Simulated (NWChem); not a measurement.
System: N₂H₃, doublet; SMILES [NH]N

Input file for NWChem:

```
start job
memory heap 200 mb stack 900 mb global 1100 mb
geometry units angstroms noautosym nocenter noautoz
  N     -0.117564    -0.749411     0.004382
  N     -0.014151     0.582869    -0.062414
  H      0.836710    -1.109910    -0.044328
  H      0.833011     1.052962     0.228809
  H     -0.865213     1.070476     0.167715
end
basis spherical
  * library 6-31g*
end
dft
  odft
  mult 2
  xc pbe0
  iterations 150
end
cosmo
  dielec 20.7
end
task dft energy
```

NWChem printed, in part:

```
             Northwest Computational Chemistry Package (NWChem) 7.3.0
             --------------------------------------------------------

                             Geometry "geometry" -> ""
                             -------------------------

 Output coordinates in angstroms (scale by  1.889725989 to convert to a.u.)

  No.       Tag          Charge          X              Y              Z
 ---- ---------------- ---------- -------------- -------------- --------------
    1 N                    7.0000    -0.11756400    -0.74941100     0.00438200
    2 N                    7.0000    -0.01415100     0.58286900    -0.06241400
    3 H                    1.0000     0.83671000    -1.10991000    -0.04432800
    4 H                    1.0000     0.83301100     1.05296200     0.22880900
    5 H                    1.0000    -0.86521300     1.07047600     0.16771500

 Effective nuclear repulsion energy (a.u.)      36.7286128386

                                 NWChem DFT Module
                                 -----------------

 Summary of "ao basis" -> "ao basis" (spherical)
 ------------------------------------------------------------------------------
       Tag                 Description            Shells   Functions and Types
 ---------------- ------------------------------  ------  ---------------------
 N                           6-31g*                  6       14   3s2p1d
 H                           6-31g*                  2        2   2s

 in cosmo_initialize ...

 solvent parameters
 solvname_short: unkn
 solvname_long:  unknown
 dielec:       20.7000

          ---------------
          -cosmo- solvent
          ---------------
 Cosmo: York-Karplus, doi: 10.1021/jp992097l
 dielectric constant -eps-     =  20.70
 screen = (eps-1)/(eps    )    =   0.95169
 surface charge correction     = lagrangian

   van der Waals surface
 --------------------------

 ---------- ATOMIC COORDINATES (A.U.) ------------ VDWR(ANG.) --
     1   -0.22216375   -1.41618144    0.00828078     1.830
     2   -0.02674151    1.10146270   -0.11794536     1.830
     3    1.58115263   -2.09742577   -0.08376777     1.300
     4    1.57416254    1.98980966    0.43238631     1.300
     5   -1.63501549    2.02290632    0.31693539     1.300
 number of segments per atom =         32
 number of   points per atom =         32
 atom (   nspa,  nppa )
 ----------------------
    1 (     23,     0 )       0
    2 (     20,     0 )       0
    3 (     16,     0 )       0
    4 (     16,     0 )       0
    5 (     16,     0 )       0
 number of -cosmo- surface points =       91
 molecular surface =     67.210 angstrom**2
 molecular volume  =     44.565 angstrom**3
 G(cav/disp)       =      1.196 kcal/mol
 -lineq- algorithm             =   0
 -bem- low  level              =   2
 -bem- from -octahedral-
 gaussian surface charge width =   4.50000
 degree of switching           =   1.00000
 switching function tolerance  =   0.00010
 atomic radii =
 --------------
    1  7.000  1.830
    2  7.000  1.830
    3  1.000  1.300
    4  1.000  1.300
    5  1.000  1.300
 ...... end of -cosmo- initialization ......

            General Information
            -------------------
          SCF calculation type: DFT
          Wavefunction type:  spin polarized.
          No. of atoms     :     5
          No. of electrons :    17
           Alpha electrons :     9
            Beta electrons :     8
          Charge           :     0
          Spin multiplicity:     2
          Use of symmetry is: off; symmetry adaption is: off
          Maximum number of iterations: 150
          AO basis - number of functions:    34
                     number of shells:    18
          Convergence on energy requested:  1.00D-06
          Convergence on density requested:  1.00D-05
          Convergence on gradient requested:  5.00D-04

              XC Information
              --------------
                         PBE0 Method XC Functional
                     Hartree-Fock (Exact) Exchange  0.250
          PerdewBurkeErnzerhof Exchange Functional  0.750
            Perdew 1991 LDA Correlation Functional  1.000 local
           PerdewBurkeErnz. Correlation Functional  1.000 non-local

             Grid Information
             ----------------
          Grid used for XC integration:  medium
          Radial quadrature: Mura-Knowles
          Angular quadrature: Lebedev.
          Tag              B.-S. Rad. Rad. Pts. Rad. Cut. Ang. Pts.
          ---              ---------- --------- --------- ---------
          N                   0.65       49           7.0       434
          H                   0.35       45           8.0       434
          Grid pruning is: on
          Number of quadrature shells:   233
          Spatial weights used:  Erf1

      Superposition of Atomic Density Guess
      -------------------------------------

 Sum of atomic energies:        -110.08217411

      Non-variational initial energy
      ------------------------------

 Total energy =    -110.877178
 1-e energy   =    -221.280284
 2-e energy   =      73.674494
 HOMO         =      -0.126839
 LUMO         =       0.136664

[...]

                                   COSMO solvation results
                                   -----------------------

                 gas phase energy =      -111.092390165948
                 sol phase energy =      -111.106167939188
 (electrostatic) solvation energy =         0.013777773240 (    8.65 kcal/mol)

                    DFT Final Alpha Molecular Orbital Analysis
                    ------------------------------------------

 Vector    7  Occ=1.000000D+00  E=-4.022228D-01
              MO Center= -4.7D-02,  1.7D-02, -7.3D-02, r^2= 1.1D+00
   Bfn.  Coefficient  Atom+Function         Bfn.  Coefficient  Atom+Function
  ----- ------------  ---------------      ----- ------------  ---------------
    19      0.447124  2 N  pz                 5      0.394831  1 N  pz
    23      0.307148  2 N  pz                 9      0.250018  1 N  pz
    20     -0.084129  2 N  s                 18     -0.066408  2 N  py
    16     -0.062426  2 N  s                 22     -0.058272  2 N  py
     4      0.054562  1 N  py                 3     -0.049581  1 N  px

 Vector    8  Occ=1.000000D+00  E=-3.040062D-01
              MO Center= -2.0D-01, -6.4D-01, -3.9D-03, r^2= 1.2D+00
   Bfn.  Coefficient  Atom+Function         Bfn.  Coefficient  Atom+Function
  ----- ------------  ---------------      ----- ------------  ---------------
     3      0.466342  1 N  px                 6     -0.381348  1 N  s
     7      0.341520  1 N  px                 4      0.183820  1 N  py
     2     -0.173183  1 N  s                 29      0.171745  3 H  s
     8      0.153045  1 N  py                17     -0.149373  2 N  px
    30      0.134833  3 H  s                 31     -0.132185  4 H  s

 Vector    9  Occ=1.000000D+00  E=-1.893673D-01
              MO Center= -5.8D-02, -1.6D-01, -6.5D-02, r^2= 1.4D+00
   Bfn.  Coefficient  Atom+Function         Bfn.  Coefficient  Atom+Function
  ----- ------------  ---------------      ----- ------------  ---------------
     5      0.517450  1 N  pz                 9      0.481558  1 N  pz
    19     -0.436881  2 N  pz                23     -0.425505  2 N  pz
    20      0.135923  2 N  s                 16      0.058451  2 N  s
    31     -0.058572  4 H  s                 32     -0.057971  4 H  s
    22      0.054954  2 N  py                18      0.047095  2 N  py

 Vector   10  Occ=0.000000D+00  E= 1.063998D-01
              MO Center=  4.7D-01,  6.3D-01,  2.0D-01, r^2= 3.3D+00
   Bfn.  Coefficient  Atom+Function         Bfn.  Coefficient  Atom+Function
  ----- ------------  ---------------      ----- ------------  ---------------
    20      1.315575  2 N  s                 32     -1.151107  4 H  s
    34     -0.801920  5 H  s                 30     -0.716640  3 H  s
     6      0.473812  1 N  s                 22      0.379495  2 N  py
     7      0.289133  1 N  px                23      0.260492  2 N  pz
     8     -0.217037  1 N  py                16      0.183483  2 N  s

 Vector   11  Occ=0.000000D+00  E= 1.452066D-01
              MO Center=  1.1D-01, -1.4D-01,  6.6D-02, r^2= 4.2D+00
   Bfn.  Coefficient  Atom+Function         Bfn.  Coefficient  Atom+Function
  ----- ------------  ---------------      ----- ------------  ---------------
    30      1.300353  3 H  s                 34     -1.158339  5 H  s
     6     -1.139823  1 N  s                 20      1.031278  2 N  s
     7     -0.494197  1 N  px                21     -0.428436  2 N  px
     3     -0.225208  1 N  px                17     -0.189679  2 N  px
     2     -0.126749  1 N  s                 23      0.123094  2 N  pz

 Vector   12  Occ=0.000000D+00  E= 1.923022D-01
              MO Center=  2.3D-01,  6.3D-01,  1.8D-01, r^2= 3.6D+00
   Bfn.  Coefficient  Atom+Function         Bfn.  Coefficient  Atom+Function
  ----- ------------  ---------------      ----- ------------  ---------------
    32      1.315881  4 H  s                 34     -1.209438  5 H  s
    21     -0.948000  2 N  px                 6      0.897888  1 N  s
    30     -0.816325  3 H  s                  7      0.530916  1 N  px
    20     -0.500859  2 N  s                 22      0.409132  2 N  py
    17     -0.363375  2 N  px                 8      0.242544  1 N  py

                     DFT Final Beta Molecular Orbital Analysis
                     -----------------------------------------

 Vector    6  Occ=1.000000D+00  E=-4.692831D-01
              MO Center= -2.6D-02, -1.4D-01,  3.1D-03, r^2= 1.6D+00
   Bfn.  Coefficient  Atom+Function         Bfn.  Coefficient  Atom+Function
  ----- ------------  ---------------      ----- ------------  ---------------
     4      0.357450  1 N  py                18     -0.351044  2 N  py
    17      0.218602  2 N  px                33     -0.204975  5 H  s
    29     -0.192544  3 H  s                 22     -0.183300  2 N  py
     6     -0.165672  1 N  s                  8      0.158345  1 N  py
    21      0.125873  2 N  px                30     -0.125731  3 H  s

 Vector    7  Occ=1.000000D+00  E=-3.319267D-01
              MO Center= -4.3D-02,  1.6D-01, -8.3D-02, r^2= 1.2D+00
   Bfn.  Coefficient  Atom+Function         Bfn.  Coefficient  Atom+Function
  ----- ------------  ---------------      ----- ------------  ---------------
    19      0.471683  2 N  pz                23      0.374830  2 N  pz
     5      0.293523  1 N  pz                 9      0.210168  1 N  pz
    20     -0.100029  2 N  s                  3     -0.086872  1 N  px
    16     -0.076664  2 N  s                  6      0.073795  1 N  s
     7     -0.057999  1 N  px                 2      0.057410  1 N  s

 Vector    8  Occ=1.000000D+00  E=-2.842518D-01
              MO Center= -2.2D-01, -6.4D-01, -1.7D-02, r^2= 1.2D+00
   Bfn.  Coefficient  Atom+Function         Bfn.  Coefficient  Atom+Function
  ----- ------------  ---------------      ----- ------------  ---------------
     3      0.449002  1 N  px                 6     -0.383021  1 N  s
     7      0.342723  1 N  px                 4      0.195163  1 N  py
     2     -0.174337  1 N  s                  8      0.169480  1 N  py
    29      0.160765  3 H  s                 17     -0.136601  2 N  px
    32     -0.132278  4 H  s                 30      0.126903  3 H  s

 Vector    9  Occ=0.000000D+00  E=-1.093353D-02
              MO Center= -6.8D-02, -3.2D-01, -4.2D-02, r^2= 1.4D+00
   Bfn.  Coefficient  Atom+Function         Bfn.  Coefficient  Atom+Function
  ----- ------------  ---------------      ----- ------------  ---------------
     9      0.583128  1 N  pz                 5      0.501467  1 N  pz
    23     -0.411018  2 N  pz                19     -0.352250  2 N  pz
    20      0.175789  2 N  s                 32     -0.105456  4 H  s
    22      0.083429  2 N  py                34     -0.068139  5 H  s
    31     -0.062305  4 H  s                  6      0.058564  1 N  s

 Vector   10  Occ=0.000000D+00  E= 1.120343D-01
              MO Center=  4.7D-01,  6.3D-01,  2.0D-01, r^2= 3.3D+00
   Bfn.  Coefficient  Atom+Function         Bfn.  Coefficient  Atom+Function
  ----- ------------  ---------------      ----- ------------  ---------------
    20      1.322867  2 N  s                 32     -1.160826  4 H  s
    34     -0.803650  5 H  s                 30     -0.714943  3 H  s
     6      0.483201  1 N  s                 22      0.386820  2 N  py
     7      0.288689  1 N  px                23      0.275286  2 N  pz
     8     -0.219152  1 N  py                16      0.178279  2 N  s

 Vector   11  Occ=0.000000D+00  E= 1.517062D-01
              MO Center=  2.6D-02, -2.8D-02,  8.1D-02, r^2= 4.2D+00
   Bfn.  Coefficient  Atom+Function         Bfn.  Coefficient  Atom+Function
  ----- ------------  ---------------      ----- ------------  ---------------
    30      1.266855  3 H  s                 34     -1.252484  5 H  s
     6     -1.071722  1 N  s                 20      0.978433  2 N  s
    21     -0.493331  2 N  px                 7     -0.464827  1 N  px
     3     -0.213417  1 N  px                17     -0.213594  2 N  px
    32      0.132091  4 H  s                 23      0.121803  2 N  pz

   alpha - beta orbital overlaps
   -----------------------------

   alpha      1      2      3      4      5      6      7      8      9     10
    beta      1      2      3      4      5      6      7      8      9     10
 overlap   1.000  1.000  0.999  0.998  1.000  0.997  0.985  0.994  0.989  0.999

   alpha     11     12     13     14     15     16     17     18     19     20
    beta     11     12     13     14     15     16     17     18     19     20
 overlap   0.997  0.997  0.999  0.889  0.798  0.845  0.934  0.839  0.878  0.997

   alpha     21     22     23     24     25     26     27     28     29     30
    beta     21     22     23     24     25     26     27     28     29     30
 overlap   0.997  0.999  0.999  0.999  0.999  0.998  0.998  0.998  0.998  0.996

   alpha     31     32     33     34
    beta     31     32     33     34
 overlap   0.993  0.992  0.996  0.999

     --------------------------
     Expectation value of S2:
     --------------------------
      <S2> =      0.7535 (Exact =     0.7500)

     Multipole analysis of the density
     ---------------------------------

     L   x y z        total         alpha         beta         nuclear
     -   - - -        -----         -----         ----         -------
     0   0 0 0     -0.000000     -9.000000     -8.000000     17.000000

[...]
```

Level: PBE0/6-31G* (spherical d), spin-unrestricted, COSMO on the gas-phase geometry. Geometry: optimised at PBE0-D3(BJ)/def2-TZVP, spin-unrestricted. No stability test was run on the SCF state. COSMO prints the solvation energy as gas minus solution, so a positive value is a stabilisation.
